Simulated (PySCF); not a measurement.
CH4FNOSi2, SMILES F[Si@H]1N=CO[SiH2]1. Atoms are numbered in the order given.

```xyz
10

F     -0.5430     2.1897    -0.5244
Si    -0.4752     0.9111     0.4782
N     -1.4574    -0.4011    -0.1238
C     -0.8378    -1.4587    -0.4779
O      0.4950    -1.6854    -0.4099
Si     1.4629    -0.3917     0.2450
H     -0.9148     1.3824     1.8142
H     -1.3583    -2.3368    -0.8970
H      2.1154    -0.9292     1.4712
H      2.4864    -0.0531    -0.7807
```
Charge 0, spin multiplicity 1.

The structure is a stationary point at r2SCAN-D4/def2-SVP. The structure was generated by enumeration; whether it is a known compound was not checked.

Two levels are set side by side: PBE/pcSseg-1 (PySCF) and PBE0/pcSseg-1 (PySCF). GIAO shifts against CFCl3 (¹⁹F), H2O (¹⁷O), NH3 (¹⁵N), TMS (²⁹Si), TMS (¹H), TMS (¹³C) at the same level; non-relativistic, no solvent, atoms listed together averaged. Differences are taken from unrounded values.

```csv
quantity,PBE0,PBE,PBE minus PBE0
δ(¹⁹F) of F1 (ppm),-197.5,-217.1,-19.5
δ(²⁹Si) of Si2 (ppm),13.6,16.3,2.7
δ(¹⁵N) of N3 (ppm),265.9,267.7,1.8
δ(¹³C) of C4 (ppm),174.5,170.3,-4.1
δ(¹⁷O) of O5 (ppm),205.2,224.5,19.3
δ(²⁹Si) of Si6 (ppm),-36.2,-41.1,-4.9
δ(¹H) of H7 (ppm),5.98,6.25,0.27
δ(¹H) of H8 (ppm),7.89,7.87,-0.02
```

Rough cost on one machine, each run with all the roots and properties that it gave: PBE0 against PBE within a factor of 2.
